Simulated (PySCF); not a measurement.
# Radial density of Yb²⁷⁺ (ytterbium, charge +27)

MN15, [Kr] 4d7, high-spin 4F determinant. Computed with PySCF 2.14 in an uncontracted even-tempered set (18 s from 1.9 bohr⁻², ratio 2.5; 12 p from 2.5 bohr⁻², ratio 2.5; 9 d from 2.5 bohr⁻², ratio 2.5; 4 f from 13 bohr⁻², ratio 2.7; 3 g from 20 bohr⁻², ratio 2.7), with the non-relativistic Hamiltonian (point nucleus).

| r (bohr) | 4πr²ρ (e/bohr) | 4πr²(ρα − ρβ) |
| --- | --- | --- |
| 0.000385 | 0.4380 | 0.0000 |
| 0.000648 | 1.194 | 0.0000 |
| 0.00109 | 3.170 | 0.0000 |
| 0.00183 | 8.067 | -0.0001 |
| 0.00308 | 19.11 | -0.0001 |
| 0.00519 | 40.16 | -0.0003 |
| 0.00873 | 69.41 | -0.0008 |
| 0.0147 | 88.90 | -0.0017 |
| 0.0247 | 83.16 | 0.0073 |
| 0.0415 | 96.23 | 0.1612 |
| 0.0698 | 122.4 | 1.1752 |
| 0.117 | 98.50 | 3.0050 |
| 0.198 | 102.6 | 0.6535 |
| 0.332 | 42.22 | 4.2790 |
| 0.559 | 34.01 | 6.2809 |
| 0.940 | 1.247 | 0.2854 |
| 1.58 | 0.001476 | 0.0004 |

A non-relativistic calculation at this Z misses sizeable relativistic shifts. Spin-orbit coupling is strong in this species (close to jj coupling), so the high-spin LS determinant is a model state, not a physical level.
